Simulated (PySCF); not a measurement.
Level of theory: PBE0 in PySCF with Sn def2-TZVP with ECP28, N def2-TZVP, I def2-TZVP with ECP28; scalar-relativistic core potentials, no spin–orbit coupling; density-fitted integrals. Open shells, if any, are unrestricted.

Task: What shape and geometry does isolated singlet ISnN take (every ligand bound to Sn)?

Result: Counting electrons, tin keeps none of its valence electrons outside its bonds, so the VSEPR class is AX2 and the expected shape is linear; with unlike ligands the computed point group is C∞v. The lowest minimum found is a singlet of C∞v symmetry with Sn–I 2.643 Å, Sn–N 1.822 Å; I–Sn–N 180.0°. Its harmonic wavenumbers are 77 (π), 203 (σ+), 878 (σ+) cm⁻¹ and its dipole moment is 4.13 D.

Other isomers or separated fragments may lie lower.
